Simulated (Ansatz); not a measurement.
Cartesian coordinates in Å:
```
C 0.696 1.841 0.029
Sn 0.409 -0.252 0.341
C -1.669 -0.695 0.652
N 1.164 -1.160 -1.321
H 1.750 2.038 -0.168
H 0.109 2.172 -0.829
H 0.384 2.408 0.906
H 1.354 -0.856 1.637
H -1.812 -1.770 0.764
H -2.255 -0.349 -0.201
H -2.033 -0.196 1.552
H 0.602 -1.026 -2.152
H 1.301 -2.157 -1.210
```

Charge 0, multiplicity 1. Sn takes the def2 core potential.

Question: List the ωB97M-V/def2-TZVPP orbital energies in eV (the Gaussian-basis code of Ansatz). (Best estimate.)

Answer: Computed: Occupied: -393.64, -281.08, -281.07, -142.38, -96.97, -96.94, -96.92, -30.73, -30.61, -30.58, -30.48, -30.47, -25.34, -22.03, -21.60, -15.95, -15.23, -13.84, -13.78, -13.57, -13.53, -11.79, -10.66, -10.38, -9.12. Lowest empty: 1.73, 1.99, 2.14, 2.79, 3.64, 4.04, 4.54, 4.61.
